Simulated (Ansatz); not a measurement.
SiCl3(NHiPr) (C₃H₈Cl₃NSi). Charge 0, multiplicity 1. Geometry PBE-D4/def2-SVP.

```tsv
atom	x (Å)	y (Å)	z (Å)
C1	0.642	0.134	-0.628
C2	1.456	1.077	0.270
C3	-0.572	0.836	-1.242
Cl4	-0.757	-3.108	2.104
Cl5	-1.671	0.136	2.329
Cl6	-2.852	-1.724	-0.126
N7	0.243	-1.087	0.091
Si8	-1.160	-1.395	1.019
H9	1.026	-1.702	0.332
H10	1.296	-0.195	-1.468
H11	0.835	1.437	1.116
H12	1.819	1.957	-0.299
H13	2.341	0.559	0.694
H14	-1.260	1.210	-0.455
H15	-0.246	1.711	-1.836
H16	-1.140	0.154	-1.903
```

Q: Estimate the orbital energies around the gap (eV) in Ansatz with PBE-D4/def2-SVP, r2SCANh-D4/def2-TZVP, PBE0-D4/def2-SVP, PBE0-D4/def2-TZVP, CAM-B3LYP-D4/def2-TZVP.

A: 
```json
{"orbital": "HOMO−5", "PBE-D4/def2-SVP": "-8.26", "r2SCANh-D4/def2-TZVP": "-9.38", "PBE0-D4/def2-SVP": "-9.82", "PBE0-D4/def2-TZVP": "-9.93", "CAM-B3LYP-D4/def2-TZVP": "-11.34"}
{"orbital": "HOMO−4", "PBE-D4/def2-SVP": "-7.99", "r2SCANh-D4/def2-TZVP": "-9.02", "PBE0-D4/def2-SVP": "-9.48", "PBE0-D4/def2-TZVP": "-9.57", "CAM-B3LYP-D4/def2-TZVP": "-10.97"}
{"orbital": "HOMO−3", "PBE-D4/def2-SVP": "-7.77", "r2SCANh-D4/def2-TZVP": "-8.86", "PBE0-D4/def2-SVP": "-9.29", "PBE0-D4/def2-TZVP": "-9.39", "CAM-B3LYP-D4/def2-TZVP": "-10.78"}
{"orbital": "HOMO−2", "PBE-D4/def2-SVP": "-7.71", "r2SCANh-D4/def2-TZVP": "-8.76", "PBE0-D4/def2-SVP": "-9.20", "PBE0-D4/def2-TZVP": "-9.30", "CAM-B3LYP-D4/def2-TZVP": "-10.67"}
{"orbital": "HOMO−1", "PBE-D4/def2-SVP": "-7.41", "r2SCANh-D4/def2-TZVP": "-8.50", "PBE0-D4/def2-SVP": "-8.91", "PBE0-D4/def2-TZVP": "-9.03", "CAM-B3LYP-D4/def2-TZVP": "-10.40"}
{"orbital": "HOMO", "PBE-D4/def2-SVP": "-6.01", "r2SCANh-D4/def2-TZVP": "-6.98", "PBE0-D4/def2-SVP": "-7.47", "PBE0-D4/def2-TZVP": "-7.56", "CAM-B3LYP-D4/def2-TZVP": "-8.95"}
{"orbital": "LUMO", "PBE-D4/def2-SVP": "-0.68", "r2SCANh-D4/def2-TZVP": "-0.37", "PBE0-D4/def2-SVP": "0.32", "PBE0-D4/def2-TZVP": "-0.08", "CAM-B3LYP-D4/def2-TZVP": "1.03"}
{"orbital": "LUMO+1", "PBE-D4/def2-SVP": "-0.09", "r2SCANh-D4/def2-TZVP": "0.23", "PBE0-D4/def2-SVP": "0.81", "PBE0-D4/def2-TZVP": "0.41", "CAM-B3LYP-D4/def2-TZVP": "1.39"}
{"orbital": "LUMO+2", "PBE-D4/def2-SVP": "0.80", "r2SCANh-D4/def2-TZVP": "1.11", "PBE0-D4/def2-SVP": "1.71", "PBE0-D4/def2-TZVP": "1.15", "CAM-B3LYP-D4/def2-TZVP": "2.16"}
{"orbital": "LUMO+3", "PBE-D4/def2-SVP": "1.03", "r2SCANh-D4/def2-TZVP": "1.23", "PBE0-D4/def2-SVP": "1.96", "PBE0-D4/def2-TZVP": "1.45", "CAM-B3LYP-D4/def2-TZVP": "2.47"}
{"orbital": "LUMO+4", "PBE-D4/def2-SVP": "1.22", "r2SCANh-D4/def2-TZVP": "1.34", "PBE0-D4/def2-SVP": "2.13", "PBE0-D4/def2-TZVP": "1.51", "CAM-B3LYP-D4/def2-TZVP": "2.63"}
{"orbital": "LUMO+5", "PBE-D4/def2-SVP": "1.81", "r2SCANh-D4/def2-TZVP": "2.16", "PBE0-D4/def2-SVP": "2.73", "PBE0-D4/def2-TZVP": "2.08", "CAM-B3LYP-D4/def2-TZVP": "2.99"}
```
